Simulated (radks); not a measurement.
Problem. Neutral strontium, [Kr] 5s2. Method: non-relativistic Kohn-Sham, PBE, spin-polarised, spherical densities, point nucleus; computed with a radial shooting solver on a logarithmic mesh with Libxc functionals. Every spin shell is full or empty, so the densities are truly spherical. Functionals are evaluated on that one density, not self-consistently. Rank these orbital-free kinetic functionals by their error against the exact value of the orbitals, and give that value: Thomas-Fermi, von Weizsacker, TF + vW, TF + vW/9, LC94, APBEK, revAPBEK, Perdew 92, Thakkar, Pearson, LKT, PG1, DePristo-Kress, Ernzerhof.

Solution. Exact: 3131.29 hartree. From best to worst, with 100 (|E| - |E exact|)/|E exact| (equal figures are ties): LC94 +0.06, DePristo-Kress -0.06, APBEK +0.13, revAPBEK +0.34, Ernzerhof -0.37, Thakkar -0.48, Perdew 92 -0.69, TF + vW/9 -0.70, Pearson -1.02, Thomas-Fermi -5.76, PG1 +16.84, LKT +21.34, TF + vW +39.76, von Weizsacker -54.48.
